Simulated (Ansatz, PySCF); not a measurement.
C2H4N, SMILES CC#[NH+], charge +1. Atoms are numbered in the order given.

```xyz
7

C      0.0000     0.0000    -1.2647
C      0.0000     0.0000     0.1689
N      0.0000     0.0000     1.3069
H      0.8952     0.5168    -1.6214
H     -0.8952     0.5168    -1.6214
H      0.0000    -1.0337    -1.6214
H      0.0000     0.0000     2.3164
```
Charge +1, spin multiplicity 1.

Geometry: B3LYP-D3(BJ)/def2-TZVP. The isomer is the one that the SMILES or the coordinates give; other isomers of the formula were not compared.

Two levels are set side by side: PBE-D3(BJ)/def2-TZVP (Ansatz, a first-principles code) and B3LYP-D3(BJ)/def2-TZVP (Ansatz). Each level has its own optimised geometry; the coordinates shown are those of the second. Frequencies come from the Hessian of PySCF at each geometry. Differences are taken from unrounded values.

| quantity | B3LYP-D3(BJ) |
|---|---|
| mean bond length (Å) | 1.144 |
| bond C1–C2 (Å) | 1.434 |
| bond C2–N3 (Å) | 1.138 |
| bond C1–H4 (Å) | 1.094 |
| bond C1–H5 (Å) | 1.094 |
| bond C1–H6 (Å) | 1.094 |
| bond N3–H7 (Å) | 1.009 |
| highest harmonic wavenumber (cm⁻¹) | 3667 |
| mean harmonic wavenumber (cm⁻¹) | 1633 |
| zero-point energy (kcal/mol) | 35.02 |

What does PBE-D3(BJ) give, and how far is it from B3LYP-D3(BJ)? (Estimate from the structure and the level; the computed values follow.)


```
quantity                            PBE-D3(BJ)  PBE-D3(BJ) minus B3LYP-D3(BJ)
----------------------------------  ----------  -----------------------------
mean bond length (Å)                     1.150                          0.007
bond C1–C2 (Å)                           1.428                         -0.006
bond C2–N3 (Å)                           1.150                          0.012
bond C1–H4 (Å)                           1.103                          0.009
bond C1–H5 (Å)                           1.103                          0.009
bond C1–H6 (Å)                           1.103                          0.009
bond N3–H7 (Å)                           1.016                          0.007
highest harmonic wavenumber (cm⁻¹)        3604                            -62
mean harmonic wavenumber (cm⁻¹)           1584                            -49
zero-point energy (kcal/mol)             33.98                          -1.04
```

GGA bonds tend to be longer and softer than those of functionals with exact exchange. Differences between two approximate levels are no errors against the true value.
